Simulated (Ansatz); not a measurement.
Abridged output of a molecular run in Ansatz:

```
Functional definition: HF
  name "HF"
  cite "Fock, Z. Phys. 61, 126 (1930) doi:10.1007/BF01340294"
  parent pbe
  exchange = exact_x
  correlation = 0
1454 factors; integrals over basis functions are off by at most 1.6e-3 eV
mean field evaluation 1: about -12321.8932 eV, gradient 6.8e1 eV
mean field evaluation 2: about -12322.1715 eV, gradient 6.8e1 eV
mean field evaluation 4: about -12331.4219 eV, gradient 9.6e0 eV
mean field evaluation 8: about -12331.6576 eV, gradient 7.9e-1 eV
mean field evaluation 16: about -12331.6602 eV, gradient 1.8e-6 eV
mean field -12331.66021020 eV, -453.1801540255 hartree, gradient 1.8e-6 eV, S^2 0.000000; 0 other end points of the search recorded, 0 dependent functions left out
6 core orbitals not correlated: weight in the atoms' cores, before any rotation towards them, 1.000 or more for the frozen orbitals, at most 0.000 for the correlated occupied ones
reference -12331.66021020 eV, -453.1801540255 hartree; 26, 26 occupied and 114, 114 virtual orbitals, 1454 factors
second order -37.65403719 eV of doubles, -0.00000000 eV of singles
cycle   1  -35.12177346 eV  change     2.5e0 eV  update   2.6e-1
cycle   2  -36.66985995 eV  change    -1.5e0 eV  update   1.5e-1
cycle   3  -37.05821379 eV  change   -3.9e-1 eV  update   3.3e-2
cycle   4  -37.07705947 eV  change   -1.9e-2 eV  update   1.2e-2
cycle   5  -37.06915774 eV  change    7.9e-3 eV  update   3.0e-3
cycle   6  -37.07129342 eV  change   -2.1e-3 eV  update   1.4e-3
cycle   7  -37.07081918 eV  change    4.7e-4 eV  update   4.9e-4
cycle   8  -37.07063733 eV  change    1.8e-4 eV  update   2.0e-4
cycle   9  -37.07069436 eV  change   -5.7e-5 eV  update   7.5e-5
cycle  10  -37.07073129 eV  change   -3.7e-5 eV  update   2.9e-5
perturbative correction -1.51995870 eV, -0.0558574518 hartree
Total energy: -12370.25090019 eV, -454.5983357249 hartree
```

Its atoms:

Z-matrix (Å, degrees):
```
C
N 1 1.418
H 1 1.095 2 110.3
H 1 1.095 2 111.7 3 120.5
H 1 1.095 2 110.3 3 -119.0
W 2 1.740 1 160.7 3 -120.3
F 6 1.880 2 107.8 1 -116.6
F 6 1.880 2 107.8 1 116.7
N 6 1.740 2 108.9 1 0.0
C 9 1.418 6 160.4 2 0.0
H 10 1.095 9 111.7 6 0.6
H 10 1.095 9 110.3 6 -119.9
H 10 1.095 9 110.3 6 121.1
```

Question: Which basis set was used?
A. def2-TZVPP
B. def2-SVP
C. cc-pV(T+d)Z
D. def2-QZVPP

Answer: B. It gives 146 functions.

Question: Write the keys of the input that set method, charge and spin (a neutral closed shell needs none for the last two).

Answer: 
```yaml
correlation: {method: ccsd_t}
```
